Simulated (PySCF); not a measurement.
## Steps of a relaxation of [WO3Br]−

[WO3Br]− (singlet; a saddle point, relaxed within its symmetry). PySCF 2.14.0, RKS PBE, W def2-SVP with ECP60, O def2-SVP, Br def2-SVP; non-relativistic Hamiltonian with scalar-relativistic core potentials where named; density fitting; no spin-orbit coupling. Origin of the start: template. Columns: position (Å) and force (eV/Å). Energies are counted from the last step; some of the 15 steps are shown. Forces carry noise of the integration grid, about 0.01 to 0.03 eV/Å.

Run from Python with OMP_NUM_THREADS=2. Where DIIS fails, smearing, a level shift and second-order steps follow.
It took 4.7 min on 2 threads of AMD EPYC 9B14 (Zen 4), on a shared host, from the converged density of the start.

```xyz
5
step 0  E = 13.572 eV
W     0.0000    0.5268    0.0000     0.00  -15.01    0.00
O     1.5096    0.5268    0.0000    23.75   -2.52    0.00
O     0.0000    2.0364    0.0000     0.00   25.50    0.00
O    -1.5096    0.5268    0.0000   -23.75   -2.52    0.00
Br    0.0000   -1.8540    0.0000     0.00   -5.45    0.00
```

```xyz
5
step 5  E = 0.324 eV
W     0.0000    0.7407    0.0000     0.00    0.42    0.00
O     1.8112    0.3269    0.0000    -1.97   -0.09    0.00
O     0.0000    2.4863    0.0000     0.00   -0.34    0.00
O    -1.8112    0.3269    0.0000     1.97   -0.09    0.00
Br    0.0000   -2.1182    0.0000     0.00    0.09    0.00
```

```xyz
5
step 9  E = 0.008 eV
W     0.0000    0.9055    0.0000     0.00    0.12    0.00
O     1.6397    0.2086    0.0000     0.09    0.03    0.00
O     0.0000    2.6649    0.0000     0.00   -0.01    0.00
O    -1.6397    0.2086    0.0000    -0.09    0.03    0.00
Br    0.0000   -2.2250    0.0000     0.00   -0.16    0.00
```

Task: Where does the relaxation end?

Result: It converges at step 14 in C2v:
```xyz
5
step 14  E = 0
W     0.0000    0.9416    0.0000
O     1.6261    0.2198    0.0000
O     0.0000    2.7033    0.0000
O    -1.6261    0.2198    0.0000
Br    0.0000   -2.3220    0.0000
```

Task: How did the contacts change?

Result: 
| contact | start (Å) | end (Å) |
| --- | --- | --- |
| W1–O2 (O) | 1.510 | 1.779 |
| W1–O3 (O) | 1.510 | 1.762 |
| W1–O4 (O) | 1.510 | 1.779 |
| W1–Br5 (Br) | 2.381 | 3.264 |
